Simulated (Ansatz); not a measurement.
A nudged elastic band was laid between two geometries of CH5BrGe (8 atoms, charge 0, multiplicity 1).

These are results of Ansatz, RKS PBE-D4/def2-SVP, not measurements.

| Property | Result |
| --- | --- |
| movable images | 5 |
| climbing image | yes |
| spring | 5.0 eV/Å² |
| optimiser | quadratic models (default) |
| start path | through a guess of the saddle point |
| force threshold | 0.05 eV/Å |
| iteration limit | 60 |
| end points | relaxed |

Initial state:

```xyz
8
Properties=species:S:1:pos:R:3
Ge -0.335 -0.644 -0.513
Br 1.458 -1.009 -1.973
C 0.183 0.769 0.739
H 1.090 0.465 1.295
H -1.546 -0.239 -1.393
H -0.605 -1.995 0.201
H -0.641 0.951 1.459
H 0.395 1.703 0.186
```

Final state:

```xyz
8
Properties=species:S:1:pos:R:3
Ge -1.245 -0.526 -0.126
Br 2.864 -0.177 -0.835
C -0.102 0.674 0.571
H 1.490 0.068 -0.305
H -1.896 -0.319 -1.505
H -1.424 -1.927 0.489
H 0.329 0.523 1.573
H -0.017 1.683 0.139
```

**Question.** Which bonds break or form, and what moves?

**Answer.** Bonds broken: Ge1–Br2, C3–H4. Bonds formed: Br2–H4. CH5BrGe becomes BrH + CH4Ge.

**Question.** What energy profile does the band end with?

**Answer.** The run converged. The highest image is number 5 of 0 to 6, 281.0 kJ/mol above the first end and 7.1 kJ/mol above the last; the last end lies 273.9 kJ/mol above the first. Neighbouring images differ by up to 1.6 eV, so the band resolves the path poorly. A vibrational analysis at the climbing image gives one clearly imaginary mode, 195i cm⁻¹: a first-order saddle point. The orbitals stay closed-shell, which can raise the energy where a bond breaks towards radicals; this wasn't checked here.

```csv
image,path coordinate (Å),energy (kJ/mol),Ge1–Br2 (Å),C3–H4 (Å),Br2–H4 (Å)
0,0.00,0.0,2.34,1.11,3.60
1,0.72,1.9,2.34,1.11,3.39
2,1.43,4.2,2.34,1.11,3.23
3,2.15,42.0,2.44,1.10,2.46
4,2.86,193.2,3.04,1.12,2.08
5,3.58,281.0,3.71,1.28,1.81
6,4.40,273.9,4.18,1.92,1.49
```

**Question.** What is the geometry of the highest image?

**Answer.** 
```xyz
8
Properties=species:S:1:pos:R:3
Ge -1.111 -0.517 -0.179
Br 2.512 -0.466 -0.965
C 0.086 0.693 0.560
H 1.133 0.262 -0.040
H -1.653 -0.323 -1.611
H -1.205 -1.964 0.350
H 0.278 0.574 1.641
H -0.040 1.743 0.245
```

The band took 16 iterations and about 4 core-minutes.

Time of the run: 2.1 min on 2 threads of Arm Neoverse V1, on a shared host, peak memory 0.31 GiB.
